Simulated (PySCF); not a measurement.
CH8O3Si2, SMILES C[Si](O)(O)[SiH2]O.

Geometry: TPSSh-D3(BJ)/def2-SVP. The structure was generated by enumeration, and PubChem lists no compound with its InChIKey, so it may never have been made. Other conformers were not sampled.

Two levels are set side by side: PBE/def2-TZVP (PySCF) and M06-2X/def2-TZVP (PySCF). Same geometry, gas phase. Differences are taken from unrounded values.

```
quantity                     M06-2X
---------------------------  ------
orbital gap (eV)               9.14
highest occupied level (eV)   -8.83
lowest empty level (eV)        0.31
dipole moment (D)              1.08
mean polarisability (bohr³)    73.1
```

Task: What does PBE give, and how far is it from M06-2X? (Estimate from the structure and the level; the computed values follow.)

Result: 
```tsv
quantity	PBE	PBE minus M06-2X
orbital gap (eV)	5.17	-3.97
highest occupied level (eV)	-6.46	2.36
lowest empty level (eV)	-1.29	-1.60
dipole moment (D)	0.76	-0.32
mean polarisability (bohr³)	78.0	5.0
```

Without exact exchange PBE keeps part of each electron's self-repulsion, which lifts occupied levels and narrows the gap. PBE's more diffuse valence density responds more strongly to a field. Differences between two approximate levels are no errors against the true value.

Rough cost on one machine, each run with all the roots and properties that it gave: M06-2X against PBE about 4 times.
